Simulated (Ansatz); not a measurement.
Relaxation of the cluster Ti₆⁺ with UKS PBE-D4/def2-SVP.

```sh
$ ansatz run in.yaml --threads 4 --pin off --events-out ev --progress --plain --max-ram 4787MiB
```

```yaml
crystal:
  periodic: [false, false, false]
  atoms:
    - {symbol: Ti, position_ang: [-1.935270, 0.965010, -1.280260]}
    - {symbol: Ti, position_ang: [1.933120, -0.967290, 1.279750]}
    - {symbol: Ti, position_ang: [1.528530, 0.548090, -1.917480]}
    - {symbol: Ti, position_ang: [-0.455540, -2.257010, -1.005570]}
    - {symbol: Ti, position_ang: [0.457770, 2.256490, 1.005770]}
    - {symbol: Ti, position_ang: [-1.528610, -0.545290, 1.917790]}
basis:
  gaussian: {orbitals: def2-SVP}
total_charge: 1
magnetization: {spin_polarized: true, initial_magnetization: 1}
hamiltonian: {xc: pbe, dispersion: d4}
scf: {lower_state_search: "off"}
output: {orbitals: {seedname: orbitals}}
relax: {f_tol: 0.02, max_steps: 100}
```

Run time 6.1 min (4 threads of Arm Neoverse V2 on a shared host), peak host memory 0.91 GiB.

Positions (Å) and forces (eV/Å) at steps 1, 2, 3, 4, 5, 6, 7, 10, 12 of 12:

```xyz
6
step=1 energy=-138620.3894 eV
Ti   -1.935    0.965   -1.280    0.784   -0.400    0.463
Ti    1.933   -0.967    1.280   -0.777    0.462   -0.451
Ti    1.529    0.548   -1.917   -0.628   -0.237    0.682
Ti   -0.456   -2.257   -1.006    0.175    0.883    0.316
Ti    0.458    2.256    1.006   -0.194   -1.008   -0.309
Ti   -1.529   -0.545    1.918    0.640    0.300   -0.701
6
step=2 energy=-138620.5927 eV
Ti   -1.826    0.907   -1.224    1.800   -0.935    1.074
Ti    1.828   -0.897    1.222   -1.890    1.061   -1.042
Ti    1.441    0.513   -1.837   -1.468   -0.588    1.637
Ti   -0.431   -2.133   -0.968    0.393    2.116    0.778
Ti    0.431    2.109    0.976   -0.450   -2.290   -0.730
Ti   -1.444   -0.498    1.831    1.615    0.636   -1.717
6
step=3 energy=-138623.4270 eV
Ti   -1.682    0.832   -1.141    1.792   -1.176    1.115
Ti    1.678   -0.810    1.142   -2.214    1.231   -1.109
Ti    1.323    0.463   -1.710   -1.503   -0.775    1.716
Ti   -0.400   -1.964   -0.909    0.457    2.568    0.807
Ti    0.396    1.925    0.922   -0.437   -2.586   -0.658
Ti   -1.313   -0.446    1.695    1.905    0.738   -1.872
6
step=4 energy=-138626.1837 eV
Ti   -1.552    0.749   -1.060    1.994   -1.058    0.868
Ti    1.522   -0.723    1.063   -1.822    0.938   -0.819
Ti    1.214    0.409   -1.586   -1.640   -0.636    1.302
Ti   -0.368   -1.783   -0.852    0.419    2.197    0.512
Ti    0.363    1.741    0.873   -0.393   -1.976   -0.577
Ti   -1.179   -0.394    1.563    1.442    0.534   -1.286
6
step=5 energy=-138627.3991 eV
Ti   -1.384    0.671   -1.000    0.026   -0.024    0.036
Ti    1.390   -0.659    1.009   -0.011   -0.079   -0.076
Ti    1.078    0.366   -1.501   -0.013    0.001    0.081
Ti   -0.336   -1.625   -0.822    0.017    0.058    0.074
Ti    0.333    1.608    0.830    0.024    0.135   -0.076
Ti   -1.083   -0.360    1.484   -0.044   -0.090   -0.039
6
step=6 energy=-138627.4024 eV
Ti   -1.385    0.670   -0.993    0.011   -0.008   -0.022
Ti    1.388   -0.669    0.994    0.010   -0.008    0.044
Ti    1.081    0.370   -1.483   -0.011   -0.010   -0.042
Ti   -0.335   -1.623   -0.807   -0.003    0.006   -0.048
Ti    0.337    1.621    0.817   -0.004    0.021    0.016
Ti   -1.086   -0.369    1.472   -0.002   -0.001    0.052
6
step=7 energy=-138627.4030 eV
Ti   -1.382    0.669   -0.994    0.001   -0.001    0.007
Ti    1.387   -0.669    0.999   -0.003   -0.004    0.005
Ti    1.080    0.368   -1.489    0.005   -0.001   -0.006
Ti   -0.334   -1.621   -0.813    0.000    0.006   -0.003
Ti    0.335    1.622    0.818   -0.004    0.003   -0.006
Ti   -1.085   -0.369    1.479    0.001   -0.003    0.003
6
step=10 energy=-138627.4032 eV
Ti   -1.378    0.671   -0.986    0.002    0.005    0.000
Ti    1.379   -0.672    0.999    0.000    0.005   -0.013
Ti    1.088    0.368   -1.501    0.002    0.007    0.000
Ti   -0.330   -1.614   -0.811    0.003   -0.006    0.015
Ti    0.330    1.620    0.811    0.002   -0.011    0.001
Ti   -1.090   -0.373    1.488   -0.009    0.001   -0.004
6
step=12 energy=-138627.4035 eV
Ti   -1.372    0.675   -0.978    0.000    0.003   -0.006
Ti    1.374   -0.674    0.994    0.002    0.004   -0.011
Ti    1.097    0.371   -1.516   -0.001    0.006    0.001
Ti   -0.324   -1.608   -0.801    0.002   -0.006    0.014
Ti    0.325    1.614    0.804    0.005   -0.007    0.005
Ti   -1.099   -0.378    1.496   -0.007    0.001   -0.004
```

The charge 1 doublet is spin-contaminated (final ⟨S²⟩ up to 2.29, 0.75 for a pure state). The structure comes from a short search, and lower isomers may exist.
